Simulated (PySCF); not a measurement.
The complex [NiCl4]2- (charge -2) contains Ni(II), shell d8. The structure is a PBE0-D3(BJ)/def2-TZVP, IEF-PCM water geometry optimised for multiplicity 3; coordination tetrahedral, point group C2v, metal–donor distances 2.29 Å.

Method (PySCF 2.14, density fitting): CASSCF(8,5) with orbitals averaged over all microstates of the shell, strongly contracted NEVPT2 on the averaged canonical orbitals; basis x2c-TZVPall on the metal, x2c-SVPall elsewhere; spin-free X2C; IEF-PCM water; spin-orbit coupling by state interaction with the mean-field operator over all roots.

CASSCF energies above the lowest CASSCF root:

| state | CASSCF / cm⁻¹ |
| --- | --- |
| 3B2 (from 3T1) | 0 |
| 3B1 (from 3T1) | 959 |
| 3A2 (from 3T1) | 1196 |
| 3A1 (from 3T2) | 1975 |
| 3B1 (from 3T2) | 2809 |
| 3B2 (from 3T2) | 2931 |
| 3A2 | 4657 |
| 1B2 (from 1T2) | 16556 |
| 1A1 | 16731 |
| 1B1 (from 1T2) | 17234 |
| 1A1 | 17426 |
| 1A2 (from 1E) | 18191 |
| 3A2 (from 3T1) | 20258 |
| 3B1 (from 3T1) | 20978 |
| 3B2 (from 3T1) | 21512 |
| 1B1 (from 1T2) | 25435 |
| 1A1 | 25494 |
| 1A2 (from 1T1) | 25704 |
| 1B2 (from 1T2) | 25920 |
| 1A1 | 26642 |
| 1B2 (from 1T1) | 27303 |
| 1B1 (from 1T1) | 27448 |

How does dynamic correlation (SC-NEVPT2) move these states?


```json
{"state": "3B2 (from 3T1)", "NEVPT2 / cm⁻¹": "0", "shift / cm⁻¹": "0"}
{"state": "3B1 (from 3T1)", "NEVPT2 / cm⁻¹": "1469", "shift / cm⁻¹": "+510"}
{"state": "3A2 (from 3T1)", "NEVPT2 / cm⁻¹": "1823", "shift / cm⁻¹": "+627"}
{"state": "3A1 (from 3T2)", "NEVPT2 / cm⁻¹": "3081", "shift / cm⁻¹": "+1106"}
{"state": "3B1 (from 3T2)", "NEVPT2 / cm⁻¹": "4302", "shift / cm⁻¹": "+1493"}
{"state": "3B2 (from 3T2)", "NEVPT2 / cm⁻¹": "4546", "shift / cm⁻¹": "+1615"}
{"state": "3A2", "NEVPT2 / cm⁻¹": "7195", "shift / cm⁻¹": "+2538"}
{"state": "1B2 (from 1T2)", "NEVPT2 / cm⁻¹": "14797", "shift / cm⁻¹": "-1759"}
{"state": "1A1", "NEVPT2 / cm⁻¹": "14948", "shift / cm⁻¹": "-1783"}
{"state": "1B1 (from 1T2)", "NEVPT2 / cm⁻¹": "15855", "shift / cm⁻¹": "-1378"}
{"state": "1A1", "NEVPT2 / cm⁻¹": "16157", "shift / cm⁻¹": "-1269"}
{"state": "1A2 (from 1E)", "NEVPT2 / cm⁻¹": "17197", "shift / cm⁻¹": "-995"}
{"state": "3A2 (from 3T1)", "NEVPT2 / cm⁻¹": "18221", "shift / cm⁻¹": "-2038"}
{"state": "3B1 (from 3T1)", "NEVPT2 / cm⁻¹": "19258", "shift / cm⁻¹": "-1720"}
{"state": "3B2 (from 3T1)", "NEVPT2 / cm⁻¹": "19885", "shift / cm⁻¹": "-1626"}
{"state": "1B1 (from 1T2)", "NEVPT2 / cm⁻¹": "23945", "shift / cm⁻¹": "-1490"}
{"state": "1A1", "NEVPT2 / cm⁻¹": "23964", "shift / cm⁻¹": "-1530"}
{"state": "1A2 (from 1T1)", "NEVPT2 / cm⁻¹": "24379", "shift / cm⁻¹": "-1325"}
{"state": "1B2 (from 1T2)", "NEVPT2 / cm⁻¹": "24693", "shift / cm⁻¹": "-1227"}
{"state": "1A1", "NEVPT2 / cm⁻¹": "25890", "shift / cm⁻¹": "-752"}
{"state": "1B2 (from 1T1)", "NEVPT2 / cm⁻¹": "26479", "shift / cm⁻¹": "-824"}
{"state": "1B1 (from 1T1)", "NEVPT2 / cm⁻¹": "26796", "shift / cm⁻¹": "-651"}
```

No frequencies were computed for the optimised geometry. NEVPT2 lifts 3B2 (from 3T2) from 2931 to 4546 cm⁻¹; on the d shell alone such lifts tend to overshoot.
